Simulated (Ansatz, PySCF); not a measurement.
Molecule: sum formula GeOCl2, net charge -1, doublet state. 
Coordinates optimised at B3LYP-D3(BJ)/def2-TZVP (Ansatz, a program for electronic structure):
```
Ge
O 1 1.6869
Cl 1 2.3296 2 113.53
Cl 1 2.3296 2 113.53 3 -113.44
```
Charge -1, spin multiplicity 2.

Total electronic energies in hartree. Cores are frozen in the correlated levels unless marked. UHF or UKS for open shells. No spin-orbit coupling. Frozen are the shells of the preceding noble gas and the d and f shells that filled before the atom's block. Non-relativistic. Basis-set limits of correlation are two-point, X^-3; Hartree-Fock from the larger set. The bracket is a focal-point correction in the basis named.

```json
[
 {"level": "HF/def2-TZVPP", "program": "Ansatz", "energy (Eh)": "-3069.40674"},
 {"level": "BLYP-D4/def2-TZVPD", "program": "Ansatz + dftd4", "energy (Eh)": "-3072.91179"},
 {"level": "B3LYP/def2-TZVPD", "program": "Ansatz", "energy (Eh)": "-3072.91849"},
 {"level": "BHLYP/def2-TZVPD", "program": "Ansatz", "energy (Eh)": "?"},
 {"level": "TPSSh-D3(BJ)/def2-TZVPD", "program": "PySCF + dftd3", "energy (Eh)": "-3072.83893"},
 {"level": "r2SCANh/def2-TZVPD", "program": "Ansatz", "energy (Eh)": "-3072.72171"},
 {"level": "M06-2X/def2-TZVPD", "program": "PySCF", "energy (Eh)": "?"},
 {"level": "LC-wPBE-D4/def2-TZVPD", "program": "Ansatz + dftd4", "energy (Eh)": "-3072.26280"},
 {"level": "LC-wPBE/def2-TZVPD", "program": "Ansatz", "energy (Eh)": "-3072.25681"},
 {"level": "B2PLYP-D4/def2-TZVPD", "program": "Ansatz + dftd4", "energy (Eh)": "-3072.13190"},
 {"level": "PBE-QIDH/def2-TZVPD", "program": "Ansatz", "energy (Eh)": "-3071.63520"},
 {"level": "MP2/6-31G", "program": "Ansatz", "energy (Eh)": "-3069.16664"},
 {"level": "MP2/6-31G*", "program": "Ansatz", "energy (Eh)": "-3069.53131"},
 {"level": "SCS-MP2/6-31G*", "program": "Ansatz", "energy (Eh)": "-3069.51086"},
 {"level": "RI-MP2/CBS(def2-TZVPPD,def2-QZVPPD)+[CCSD(T)-MP2]/def2-TZVPPD", "program": "Ansatz", "energy (Eh)": "-3070.3865"}
]
```

Question: Fill in the missing entries.

Answer: 
- BHLYP/def2-TZVPD, energy (Eh): -3072.77527
- M06-2X/def2-TZVPD, energy (Eh): -3072.79085
